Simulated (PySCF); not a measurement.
Spin states of CoH

Unrestricted PBE0; Co def2-TZVPP, H def2-TZVPP; no relativity (PySCF 2.14). Outer shells of the fragments: Co 3d7 4s2; H 1s1.

Followed along the bond (rough minima from three points):

| 2Ms+1 | unpaired | ⟨S²⟩ at the start | R at minimum (Å) | Te (eV) |
| --- | --- | --- | --- | --- |
| 3 | π ↑, δ ↑ | 2.02 | 1.53 | 0.00 |
| 3 | σ ↑, δ ↑ | 2.03 | 1.54 | 0.02 |
| 3 | δ ↑↑ | 2.12 | 1.48 | 0.69 |
| 1 | π ↓, δ ↑ | 1.00 | 1.53 | 0.73 |
| 1 | σ ↓, δ ↑ | 1.01 | 1.52 | 0.75 |
| 1 | δ ↑↓ | 1.00 | 1.47 | 1.16 |

Solutions found at the starting distance of 1.390 Å, counted from the lowest of them; the search is not exhaustive and high or unbound solutions are not listed, so other states can lie among these:

```csv
2Ms+1,unpaired,term,E (eV),⟨S²⟩,⟨Lz²⟩,μ (D)
3,"π ↑, δ ↑",mixed,0.00,2.02,4.52,-2.69
3,"σ ↑, δ ↑",³Δ,0.03,2.03,4.01,-2.72
3,δ ↑↑,³Σ⁻,0.60,2.12,0.00,-2.04
1,"σ ↓, δ ↑",mixed,0.72,1.01,4.01,-2.60
1,"π ↓, δ ↑",mixed,0.73,1.00,4.43,-2.70
1,δ ↑↓,mixed,1.05,1.00,8.01,-2.30
```

A term symbol is given only where ⟨S²⟩ and ⟨Lz²⟩ are close to those of a pure state; real π, δ and φ orbitals otherwise mix terms. A positive dipole means Co(−)H(+).

With d or f electrons several states lie close, and the lowest PBE0 determinant need not be the measured ground state.
